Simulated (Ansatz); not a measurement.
CH₆OSn⁺, that is Sn(OMe)H3 with one electron fewer. Charge 1, multiplicity 2. Geometry r2SCAN-D4/def2-TZVP; atoms count from 1.

Cartesian coordinates in Å:
```
Sn -1.5157 0.2166 0.7297
O 0.3757 -0.6541 0.1828
C 1.3251 -0.1514 -0.6593
H 1.1005 0.8221 -1.0972
H 1.5177 -0.9301 -1.4312
H 2.2948 -0.1712 -0.1175
H -1.1537 0.3848 2.3707
H -2.4602 -1.1052 0.2748
H -1.4842 1.5884 -0.2528
```

In the def2 sets Sn takes a core potential; there is no spin–orbit coupling.

Estimate the Mulliken populations from the PBE0/def2-TZVP orbitals of Ansatz.


```
atom  charge (e)  spin (α − β)
 Sn1        0.52         -0.03
  O2       -0.18          0.77
  C3       -0.20          0.01
  H4        0.17          0.00
  H5        0.24          0.11
  H6        0.24          0.10
  H7        0.08          0.03
  H8        0.08          0.02
  H9        0.06          0.00
```
Mulliken values depend strongly on the basis.

Where does the spin sit?

Summed by element: Sn -0.03, O 0.77, C 0.01, H 0.25, of 1 unpaired in all. Largest on single atoms: O2 0.77, H5 0.11, H6 0.10.

And the Mayer bond orders between heavy atoms (over 0.3)?

Sn1–O2 0.47 (2.15 Å); O2–C3 1.11 (1.37 Å).
